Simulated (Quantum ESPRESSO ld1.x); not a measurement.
Question: Ca+, configuration [Ar] 4p1 (not the ground configuration). All-electron calculation, non-relativistic Kohn-Sham, LDA (Slater exchange, VWN5 correlation), spin-polarised, spherical densities, point nucleus; open shells are filled with parallel spins first. Program: ld1.x of Quantum ESPRESSO 7.5. Some entries of the table are withheld. Estimate them.

orbital,occ.,eigenvalue (Ry),<r> (bohr)
1s up,1,-288.476,0.07754
1s down,1,-288.475,0.07754
2s up,1,-30.6987,0.3680
2s down,1,-30.6969,0.3680
2p up,3,-25.1756,0.3292
2p down,3,-25.1734,0.3292
3s up,1,-4.00994,1.162
3s down,1,-4.00500,1.161
3p up,3,-2.65479,1.268
3p down,3,-2.64869,1.265
4p up,1,-0.50615,(1)
4p down,0,-0.44912,(2)

Answer: 
(1) 4p up <r> (bohr): 4.277
(2) 4p down <r> (bohr): 4.390
